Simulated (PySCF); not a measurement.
# Molecular orbitals of ZnC⁺

PBE at R = 2.118 Å; basis Zn def2-SVP, C def2-SVP; no relativity; PySCF 2.14. State: ²Π (doublet), unpaired electrons π ↑. Only the outer orbitals are listed, counted within each symmetry.

```csv
spin,orbital,occ.,ε (eV),on Zn (%),main shells (%)
α,7σ,1,-21.49,17,"80 C s, 10 Zn d"
α,3π,1,-18.83,99,99 Zn d
α,3π,1,-18.80,99,99 Zn d
α,1δ,1,-18.72,100,100 Zn d
α,1δ,1,-18.72,100,100 Zn d
α,8σ,1,-18.60,90,"88 Zn d, 9 C s"
α,9σ,1,-13.69,48,"46 Zn s, 44 C p, 8 C s"
α,4π,1,-12.72,4,96 C p
α,4π,0,-12.17,5,95 C p
α,10σ,0,-10.71,67,"48 Zn s, 34 C p, 18 Zn p"
α,5π,0,-6.06,96,96 Zn p
β,7σ,1,-20.41,33,"63 C s, 26 Zn d"
β,3π,1,-18.84,99,99 Zn d
β,3π,1,-18.78,99,100 Zn d
β,1δ,1,-18.73,100,100 Zn d
β,1δ,1,-18.73,100,100 Zn d
β,8σ,1,-18.38,79,"73 Zn d, 22 C s"
β,9σ,1,-13.28,57,"56 Zn s, 32 C p, 11 C s"
β,4π,0,-11.62,6,94 C p
β,10σ,0,-10.50,57,"43 C p, 35 Zn s, 22 Zn p"
β,4π,0,-10.11,11,"88 C p, 11 Zn p"
```

Task: Which are the highest filled and the lowest empty level, where do they sit, and how wide is the gap?

Result: Highest filled α 4π at -12.72 eV (in %: 96 C p); lowest empty α 4π at -12.17 eV (in %: 95 C p); the gap at PBE is 0.55 eV. Both belong to one degenerate shell, split only by its one-sided filling, so this is no excitation gap.

```json
{"bond order (Mayer)": "1.16", "⟨S²⟩": "0.769", "charge on Zn (Mulliken, basis-dependent)": "0.76", "charge on Zn (Löwdin, basis-dependent)": "0.85", "dipole moment (positive dipole points towards C; it is taken about the centre of mass and depends on that origin)": "-0.79 D", "polarisability along the bond": "53.5 bohr³", "polarisability across the bond": "19.4 bohr³"}
```

The state is the lowest determinant that a PBE0 search found; another state may lie lower at other levels.
